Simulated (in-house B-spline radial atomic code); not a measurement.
A run on Ti⁻ that did not converge. Method: scalar-relativistic (X2C) r2SCAN0, spin-polarised, spherical fractional occupations, exact exchange averaged over the configuration, Fermi nucleus of rms radius 3.5921 fm; computed with an all-electron radial atomic-structure program (B-spline basis).

Command:
```bash
python run_scf.py task.json out
```
Settings (nuclear radius in fm, mass in u):
```
Z                22
configuration    [Ar] 3d3 4s2
hamiltonian      x2c
method           r2scan0
spin_polarised   True
nucleus          fermi
rms_radius       3.5921
atomic_mass      47.94794
speed_of_light   137.035999084
exact_exchange   averaged over the configuration
```

First and last ten iterations of the last attempt (damped for 15 steps, keeping 80 % of the old Fock matrix, then DIIS):
```
 iter        energy (Eh)    residual
    1        -851.331201    7.78e-02
    2        -851.992995    1.78e-01
    3        -852.761715    1.20e-01
    4        -853.190215    8.03e-02
    5        -853.419052    5.29e-02
    6        -853.535896    3.72e-02
    7        -853.593548    2.72e-02
    8        -853.621949    2.06e-02
    9        -853.636657    1.54e-02
   10        -853.644991    1.16e-02
  111        -853.662060    2.02e-04
  112        -853.662070    5.88e-05
  113        -853.662067    1.33e-04
  114        -853.662070    5.48e-05
  115        -853.662071    3.07e-05
  116        -853.662071    4.84e-05
  117        -853.662071    7.04e-06
  118        -853.662071    4.00e-06
  119        -853.662071    7.03e-06
  120        -853.662071    3.68e-06
 not converged after 120 iterations
```

The smallest residual met was 3.7e-06; the threshold is about 2e-07. Over the last five steps the energy moves by less than 1e-06 hartree, but the orbitals didn't meet the threshold. Cost of the run: 5.4 s on 1 thread of Arm Neoverse V1 (shared host).
